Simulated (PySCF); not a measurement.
Consider `Cc1cnnn1C` (C4H7N3). Optimised structure (Å), atoms numbered from 1:
```
C    -1.1364   -1.2225   -0.0799
C    -0.6339    0.1709   -0.1693
C    -1.2368    1.3739   -0.4809
N    -0.3081    2.3571   -0.4163
N     0.8267    1.8454   -0.0860
N     0.6540    0.5284    0.0683
C     1.7634   -0.3076    0.4377
H    -1.0041   -1.6415    0.9308
H    -2.2076   -1.2511   -0.3171
H    -0.6172   -1.8906   -0.7860
H    -2.2741    1.5722   -0.7429
H     1.9653   -1.0612   -0.3381
H     2.6372    0.3456    0.5448
H     1.5715   -0.8183    1.3931
```

Level of theory: M06-2X/ma-def2-SVP single points in PySCF, grid level 3; every species was optimised with PBE0-D3(BJ)/def2-SVP. Zero-point and thermal terms (298.15 K, 1 bar) come from unscaled GFN2-xTB harmonic frequencies, with soft modes damped to free rotors in the entropy. These were taken at the GFN2-xTB minima.

**Question.** Rank these of its positions by gas-phase deprotonation enthalpy, most acidic first.
A. C3 (aromatic carbon)
B. C1 (benzylic-type carbon)
C. C7 (methyl carbon)

**Answer.** B (1555 kJ/mol), C (1596 kJ/mol), A (1651 kJ/mol).

**Question.** For C7 (methyl carbon), what are ΔE (electronic) and ΔG(298 K) of the loss of the proton?

**Answer.** ΔE = 1629 and ΔG = 1566 kJ/mol, beside ΔH = 1596 kJ/mol. The product is `[CH2-]n1nncc1C`.

Caveats: structures of the anions come from def2-SVP, which lacks diffuse functions; ma-def2-SVP is a small basis, whose errors can reach tens of kJ/mol.
